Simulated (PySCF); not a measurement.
**Orbital picture of PbO**

r²SCAN at R = 1.932 Å; basis Pb def2-SVP with ECP60, O def2-SVP; scalar-relativistic core potentials; PySCF 2.14. State: ¹Σ⁺ (singlet), closed shell. Only the outer orbitals are listed, counted within each symmetry, core potentials removing the inner ones.

```json
{"orbital": "5σ", "occ.": "2", "ε (eV)": "-20.20", "on Pb (%)": "54", "main shells (%)": "47 Pb d, 46 O s"}
{"orbital": "6σ", "occ.": "2", "ε (eV)": "-12.11", "on Pb (%)": "84", "main shells (%)": "82 Pb s, 9 O p"}
{"orbital": "3π", "occ.": "2", "ε (eV)": "-6.29", "on Pb (%)": "23", "main shells (%)": "77 O p, 22 Pb p"}
{"orbital": "3π", "occ.": "2", "ε (eV)": "-6.29", "on Pb (%)": "23", "main shells (%)": "77 O p, 22 Pb p"}
{"orbital": "7σ", "occ.": "2", "ε (eV)": "-6.24", "on Pb (%)": "33", "main shells (%)": "65 O p, 24 Pb p, 8 Pb s"}
{"orbital": "4π", "occ.": "0", "ε (eV)": "-2.64", "on Pb (%)": "80", "main shells (%)": "78 Pb p, 20 O p"}
{"orbital": "4π", "occ.": "0", "ε (eV)": "-2.64", "on Pb (%)": "80", "main shells (%)": "78 Pb p, 20 O p"}
{"orbital": "8σ", "occ.": "0", "ε (eV)": "0.52", "on Pb (%)": "91", "main shells (%)": "80 Pb p, 12 O p"}
```

Which are the highest filled and the lowest empty level, where do they sit, and how wide is the gap?

Highest filled 7σ at -6.24 eV (in %: 65 O p, 24 Pb p, 8 Pb s); lowest empty 4π at -2.64 eV (in %: 78 Pb p, 20 O p); the gap at r²SCAN is 3.60 eV.

| Item | Value |
| --- | --- |
| bond order (Mayer) | 2.18 |
| ⟨S²⟩ | 0.000 |
| charge on Pb (Mulliken, basis-dependent) | 0.55 |
| charge on Pb (Löwdin, basis-dependent) | 0.43 |
| dipole moment (positive dipole means Pb(−)O(+)) | -4.13 D |

Spin–orbit coupling is left out, which matters for elements this heavy, above all for dissociation energies.
